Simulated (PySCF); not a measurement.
F⁺ (fluorine, charge +1): B3LYP calculation

Configuration: [He] 2s2 2p4, high-spin 3P determinant. Computed with PySCF 2.14 in cc-pVTZ (4s3p2d1f, 30 functions), with no relativity, point nucleus.

```json
{"Total energy": "-99.1139 hartree", "One-electron energy": "-133.1572 hartree", "Hartree (Coulomb) energy": "43.9738 hartree", "Exchange-correlation energy": "-9.9305 hartree", "Kinetic energy": "98.67557 hartree", "⟨S²⟩": "2.0022", "⟨L²⟩": "2.005", "Sum of ⟨r⟩": "6.196 bohr", "Sum of ⟨r²⟩": "7.271 bohr²", "Traceless quadrupole moment −½Σ⟨3z² − r²⟩ along its main axis": "-0.527 e·bohr²", "Density at the nucleus (Gaussians lack the cusp)": "432 bohr⁻³", "Spin density at the nucleus": "-0.00563 bohr⁻³", "Langevin diamagnetic susceptibility": "-5.76 ×10⁻⁶ cm³/mol", "Time after the integrals": "0.16 s of wall time on 1 thread of Neoverse-V1 (shared host)"}
```

```json
{"shell": "1s α", "electrons": "1", "mean orbital energy (hartree)": "-25.56497", "spread (hartree)": "0", "rms radius, mean of both spins (bohr)": "0.205"}
{"shell": "1s β", "electrons": "1", "mean orbital energy (hartree)": "-25.49545", "spread (hartree)": "0", "rms radius, mean of both spins (bohr)": "0.205"}
{"shell": "2s α", "electrons": "1", "mean orbital energy (hartree)": "-1.92186", "spread (hartree)": "0", "rms radius, mean of both spins (bohr)": "1.06"}
{"shell": "2s β", "electrons": "1", "mean orbital energy (hartree)": "-1.72741", "spread (hartree)": "0", "rms radius, mean of both spins (bohr)": "1.06"}
{"shell": "2p α", "electrons": "3", "mean orbital energy (hartree)": "-1.18694", "spread (hartree)": "0.09772", "rms radius, mean of both spins (bohr)": "1.11"}
{"shell": "2p β", "electrons": "1", "mean orbital energy (hartree)": "-1.05560", "spread (hartree)": "0", "rms radius, mean of both spins (bohr)": "1.11"}
```
